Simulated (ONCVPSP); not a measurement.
# Pseudopotential generation for titanium (Ti): ONCV, PBEsol, scalar-relativistic.

```
Element                 : titanium
Generator               : ONCVPSP 4.0.1
Type                    : optimised norm-conserving Vanderbilt (ONCV)
Functional              : PBEsol
Relativity              : scalar-relativistic
Frozen core             : [Ne]
Valence charge          : 12
Reference configuration : 3s2 3p6 3d2 4s2
Partial waves           : 3s+4s: rc 1.30 bohr, ncon 4, nbas 8, qcut 11.4 1/bohr, 2 projectors; 3p: rc 1.05 bohr, ncon 4, nbas 7, qcut 8.7 1/bohr, 2 projectors, debl 1.2 Ha; 3d: rc 1.95 bohr, ncon 4, nbas 9, qcut 9.7 1/bohr, 2 projectors, debl 0.7 Ha
Local potential         : polynomial inside 0.80 bohr (lpopt 5, dvloc0 8 Ha)
Core correction         : Teter function, fcfact 4, rcfact 1.35
```

In the p channel the program set the typed energies aside and used -1.425, 0.250 Ha.

Poles of the logarithmic derivatives, all-electron (AE) and pseudo (PS). s: poles at -0.7 (AE) and -0.7 (PS) Ha. p: poles at 2.9 (AE) and 2.9 (PS) Ha. d: poles at 0.3, 4.5 (AE) and 0.3, 4.6 (PS) Ha. Test radii: s 1.32, p 1.07, d 1.97 bohr.

- Cutoffs needed: 37 Ha and 92 Ha (the cutoffs (Ha) at which the residual kinetic energy of the hardest occupied pseudo-wave falls to 1 and 0.1 mHa per electron)
- Ghost test: no bound ghost flagged; no localised positive-energy state flagged
- Largest excitation error: +50 meV (all-electron minus pseudo) for 3s2 3p6 3d1 4s0, out of 4 test configurations
- rms error of d²Exc/dni dnj: 1.68 mHa without and 0.63 mHa with the model core
